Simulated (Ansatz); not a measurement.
A geometry relaxed with PBE0-D3(BJ)/def2-TZVP run with Ansatz (a first-principles code), charge 0, multiplicity 1:

```xyz
7

H      2.4951    -1.1198     0.5722
S     -0.6320     1.6739    -1.3212
S      2.4610    -0.1231    -0.3299
S     -0.7878    -1.2398     1.1815
H     -1.8708     1.3568    -0.9083
Al     0.3063     0.0998    -0.1455
H     -1.9719    -0.6477     0.9512
```

Task: Write the SMILES of this molecule.

Result: `[SH][Al]([SH])[SH]`
